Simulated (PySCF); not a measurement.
Job file and geometry (Å, from GFN2-xTB) of an NMR shielding run on `COc1ccc(P=C=O)cc1`, C$_{8}$H$_{7}$O$_{2}$P, PySCF, GIAO PBE0/pcSseg-1 NMR shielding, non-relativistic, gas phase; density fitting, a coarse starting grid and PySCF grid level 2 are the driver's defaults:

```
$ OMP_NUM_THREADS=1 python probes_run.py task.json out

{"job": {"kind": "nmr", "xc": "PBE0", "basis": "pcSseg-1"}, "charge": 0, "multiplicity": 1}
C     -3.196844    -0.414230     0.044296
O     -2.214565    -0.208755     1.031374
C     -0.906236    -0.266283     0.672169
C      0.018044    -0.051945     1.697454
C      1.368806    -0.083990     1.437110
C      1.834284    -0.332414     0.146644
P      3.651405    -0.389230    -0.091623
C      3.679214    -0.020151    -1.692165
O      3.842608     0.241686    -2.813240
C      0.916320    -0.563182    -0.870313
C     -0.442034    -0.523308    -0.614713
H     -4.152326    -0.316901     0.557066
H     -3.122194    -1.414247    -0.394760
H     -3.133863     0.338080    -0.748421
H     -0.353466     0.140224     2.691699
H      2.074621     0.085912     2.237238
H      1.255387    -0.777894    -1.873335
H     -1.127921    -0.701814    -1.428136
```

Q: What does the program print?

A: 
```
coarse grid: 16824 points
cycle   1  E = -799.8987614404  dE =  2.100e+00  |g| = 7.699e-01  |ddm| = 4.408e+00
cycle   2  E = -799.5683092565  dE =  3.305e-01  |g| = 1.543e+00  |ddm| = 1.516e+00
cycle   3  E = -799.9979113122  dE = -4.296e-01  |g| = 2.764e-01  |ddm| = 9.987e-01
cycle   4  E = -800.0133833258  dE = -1.547e-02  |g| = 1.015e-01  |ddm| = 3.182e-01
cycle   5  E = -800.0156142792  dE = -2.231e-03  |g| = 3.987e-02  |ddm| = 1.367e-01
cycle   6  E = -800.0160402471  dE = -4.260e-04  |g| = 1.069e-02  |ddm| = 5.291e-02
cycle   7  E = -800.0160690788  dE = -2.883e-05  |g| = 3.428e-03  |ddm| = 1.320e-02
cycle   8  E = -800.0160714999  dE = -2.421e-06  |g| = 8.981e-04  |ddm| = 3.673e-03
final grid: 161616 points
cycle   9  E = -800.1031961716  dE = -2.994e-05  |g| = 1.561e-02  |ddm| = 5.897e-02
cycle  10  E = -800.1030938139  dE =  1.024e-04  |g| = 2.804e-02  |ddm| = 3.063e-02
cycle  11  E = -800.1032393024  dE = -1.455e-04  |g| = 4.790e-03  |ddm| = 2.079e-02
cycle  12  E = -800.1032445514  dE = -5.249e-06  |g| = 7.855e-04  |ddm| = 4.344e-03
cycle  13  E = -800.1032446796  dE = -1.282e-07  |g| = 2.478e-04  |ddm| = 1.069e-03
cycle  14  E = -800.1032446944  dE = -1.479e-08  |g| = 8.393e-05  |ddm| = 3.567e-04
cycle  15  E = -800.1032446961  dE = -1.707e-09  |g| = 3.303e-05  |ddm| = 1.189e-04
cycle  16  E = -800.1032446964  dE = -2.860e-10  |g| = 6.924e-06  |ddm| = 4.620e-05
converged SCF energy = -800.1032446964

GIAO shielding tensors (ppm)
atom      isotropic    diamagn.    paramagn.     s11        s22        s33       span
  0 C      131.128     245.469    -114.341    103.081    111.757    178.547     75.466
  1 O      228.664     396.074    -167.410    121.746    273.267    290.980    169.234
  2 C       20.003     257.870    -237.867    -58.915      2.591    116.332    175.247
  3 C       60.850     253.744    -192.894    -29.719     49.445    162.824    192.543
  4 C       45.546     252.233    -206.687    -71.680     46.234    162.084    233.764
  5 C       72.014     266.823    -194.808    -31.718     79.178    168.583    200.301
  6 P      529.588     964.957    -435.369    332.402    467.260    789.102    456.700
  7 C      -42.845     263.605    -306.450   -120.590   -118.725    110.781    231.371
  8 O     -150.005     399.995    -550.001   -311.457   -169.251     30.692    342.149
  9 C       47.035     256.768    -209.733    -58.936     44.951    155.090    214.026
 10 C       72.573     259.961    -187.388    -16.818     55.766    178.771    195.589
 11 H       27.426      27.342       0.084     22.902     26.014     33.362     10.460
 12 H       28.005      29.300      -1.295     24.518     25.742     33.755      9.237
 13 H       28.019      30.354      -2.335     24.574     25.764     33.721      9.147
 14 H       24.409      31.771      -7.362     20.479     24.627     28.120      7.641
 15 H       24.223      31.393      -7.170     19.990     23.399     29.281      9.292
 16 H       24.078      37.281     -13.204     19.064     22.857     30.313     11.249
 17 H       24.983      35.215     -10.232     20.553     24.583     29.813      9.260
```

Q: Turn these shieldings into chemical shifts. Referencing at the same level of theory: TMS for 13C (σref 186.93), 1H (σref 31.72); 17O (σref 336.08) vs H2O; 31P (σref 318.38) vs H3PO4.

A: Averaging equivalent atoms: C 7: 229.8; C 2: 166.9; C 4/9: 140.6; C 3/10: 120.2; C 5: 114.9; C 0: 55.8; O 8: 486.1; O 1: 107.4; P 6: -211.2; H 15/16: 7.57; H 14/17: 7.02; H 11/12/13: 3.90 ppm. Unscaled 17O shifts of doubly bonded oxygen tend to come out too high, by tens of ppm or more. Experimental scales use liquid or dissolved standards, which lie at an offset from isolated H2O (liquid H2O: subtract about 36 ppm) and H3PO4.

Size and cost of the density-fitted run: 229 basis functions, of the order of 2.2 core-minutes.
